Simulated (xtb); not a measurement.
F2GeH4OSi, SMILES F[SiH](F)[O][GeH3]. All values are semi-empirical tight-binding results from xtb (GFN2-xTB unless named), good for trends rather than for accurate numbers. Geometry: GFN2-xTB. The structure was generated by enumeration, and PubChem lists no compound with its InChIKey, so it may never have been made. The values are those of a single conformer.

A frequency run showed that this geometry is not a minimum.

For metal compounds this method's bond lengths and energies can be far off.

Computed properties:
- orbital gap: 7.13 eV
